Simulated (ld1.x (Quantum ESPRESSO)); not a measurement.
## Transferability test, TM potential for technetium (Tc)

```json
{"Element": "technetium (Tc)", "Generator": "ld1.x (Quantum ESPRESSO) 7.5", "Type": "norm-conserving Troullier–Martins (Kleinman–Bylander form)", "Functional": "PBE", "Relativity": "non-relativistic", "Frozen core": "[Kr]", "Valence charge": "7", "Reference configuration": "4d5 5s2 5p0", "Partial waves": "5s (bound): rc 2.05 bohr; 5p (bound, empty): rc 3.85 bohr; 4d (bound): rc 1.70 bohr", "Local potential": "the d channel", "Core correction": "Bessel-smoothed model core inside 1.70 bohr"}
```

Energies are relative to the spin-unpolarised reference configuration 4d5 5s2 5p0; without spin polarisation the order of configurations can differ from experiment.

| valence configuration | charge | ΔE all-electron (eV) | error AE − PS (meV) |
| --- | --- | --- | --- |
| 4d5 5s0 5p0 | +2 | 22.134 | -20 |
| 4d4 5s0 5p0 | +3 | 51.214 | -177 |
| 4d4 5s2 5p0 | +1 | 12.249 | -85 |
| 4d5 5s0 5p2 | 0 | 7.026 | -1.3 |
| 4d5 5s1 5p1 | 0 | 3.428 | 0.0 |
| 4d5 5s0 5p1 | +1 | 11.989 | -0.7 |

(1) What are ΔE and the potential's error for 4d5 5s1 5p0?

Levels in the configuration 4d5 5s0 5p1:

| level | all-electron (eV) | pseudo (eV) |
| --- | --- | --- |
| 4d | -15.606 | -15.634 |
| 5p | -7.428 | -7.432 |

Note: ghost states, extra bound levels that the all-electron valence spectrum of the same l lacks: s at -65.0 eV, p at -27.0 eV. A true bound ghost makes a file unfit for plane-wave use.

Answers

(1) ΔE = 7.809 eV all-electron; the error (AE − PS) is -2.4 meV.
